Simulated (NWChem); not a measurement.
Molecule: CF2, triplet; SMILES F[C]F

```xyz
3

F      1.1476     0.0000    -0.1640
C      0.0000     0.0000     0.4972
F     -1.1476     0.0000    -0.1640
```
Atoms are numbered in this order, from 1.

Level: B3LYP/6-31G* (spherical d), spin-unrestricted (NWChem), optimised geometry, unscaled harmonic frequencies. In the optimisation the excess spin sits in a1 and b2 (C2v, its own frame).

**Question.** List the harmonic frequencies with IR intensities, and the thermochemistry.

**Answer.** 
```tsv
frequency (cm⁻¹)	IR intensity (km/mol)
508	6.8
1146	40.9
1332	251.4
```

- zero-point energy: 4.3 kcal/mol
- thermal correction to the enthalpy at 298.15 K (with zero-point energy): 6.8 kcal/mol
- heat capacity Cv: 7.6 cal/(mol K)
- entropy at 298.15 K and 1 atm (symmetry number 2, electronic part: spin degeneracy alone): 60.0 cal/(mol K)
- dipole moment: 0.31 D

Rigid rotor and harmonic oscillator.
